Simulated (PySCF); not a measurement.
Species: C9H9Cl.
Bonds: C1–C2 (double), C2–C3, C3–C4 (double), C4–C5, C5–C6 (double), C6–Cl7, C6–C8, C8–C9 (double), C9–C10, C3–C10. Hydrogens: H11, H12 on C1; H13 on C2; H14 on C4; H15 on C5; H16 on C8; H17 on C9; H18, H19 on C10.

A linear-response calculation (PySCF, def2-SVPD basis, gas phase, vertical, core orbitals frozen in the response) gave these numbers; the functional is withheld.

Orbital energies (eV): HOMO-3 -10.34, HOMO-2 -9.66, HOMO-1 -8.77, HOMO -7.35, LUMO -0.80, LUMO+1 0.68, LUMO+2 1.27.

| state | E (eV) | f | main configurations (H = HOMO, L = LUMO) |
| --- | --- | --- | --- |
| S1 | 3.96 | 0.310 | H→L (94%) |
| S2 | 4.84 | 0.0049 | H-1→L (59%), H→L+1 (36%) |
| S3 | 5.64 | 0.464 | H→L+1 (52%), H-1→L (29%) |
| S4 | 6.01 | 0.077 | H→L+2 (78%) |
| S5 | 6.16 | 0.041 | H-2→L (79%) |
| S6 | 6.38 | 0.086 | H→L+4 (46%), H→L+3 (24%) |

Triplets (Tamm–Dancoff): T1 2.41 eV, H→L (90%); T2 3.49 eV, H-1→L (52%), H→L+1 (29%); T3 4.31 eV, H-2→L (36%), H-1→L+1 (19%); T4 4.73 eV, H→L+1 (55%), H-1→L (28%).

Vertical ionisation energy by ΔSCF with the same functional: 7.90 eV. Mean static polarisability: 130.9 au.

**Question.** Name the functional.
A. CAM-B3LYP
B. HF
C. PBE0
D. PBE

**Answer.** A. CAM-B3LYP is range-separated, 19% exact exchange at short range and 65% at long range (ω = 0.33 bohr⁻¹). In this run −ε(HOMO) = 7.35 eV differs from the ΔSCF value by -0.54 eV, and S1 differs from the orbital gap of 6.55 eV by -2.59 eV. The ratio −ε(HOMO)/IP is 0.93. Small neutral molecules mostly give 0.85 to 0.93 with CAM-B3LYP, 0.5 to 0.7 with PBE, 0.7 to 0.83 with PBE0; with Hartree–Fock the ratio is 1 or more (Koopmans' value less the relaxation energy is the ΔSCF value).

The calculation used TDDFT CAM-B3LYP/def2-SVPD, vertical, gas phase, core orbitals frozen in the response (PySCF 2.14.0, density-fitted response routines). One conformer (not necessarily the lowest) at the PBE0-D3(BJ)/def2-SVP geometry, without solvent, vibrations or thermal averaging.

The values belong to the conformer `[CH2:1]=[CH:2][C:3]1=[CH:4][CH:5]=[C:6]([Cl:7])[CH:8]=[CH:9][CH2:10]1`: C1–C2–C3–C4 177°.
